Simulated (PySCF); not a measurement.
Electron correlation in Sc (scandium, neutral)

[Ar] 3d1 4s2, 2D determinant. Computed with PySCF 2.14 in x2c-TZVPPall with one added diffuse shell each of s, p, d, f type (7s6p5d3f1g, 80 functions), with the spin-free X2C one-electron Hamiltonian (Gaussian nucleus). Frozen: [Ar]; 3 electrons correlated.

MP2 pair energies summed by pair of shells (mhartree):

```csv
pair,energy,share (%)
4s-4s,-20.99,72.3
3d-4s,-8.05,27.7
```

Total MP2 correlation energy: -29.04 mhartree.

Same-spin part -2.93 and opposite-spin part -26.11 mhartree; SCS-MP2 scales them by 1/3 and 6/5 to -32.31 mhartree.
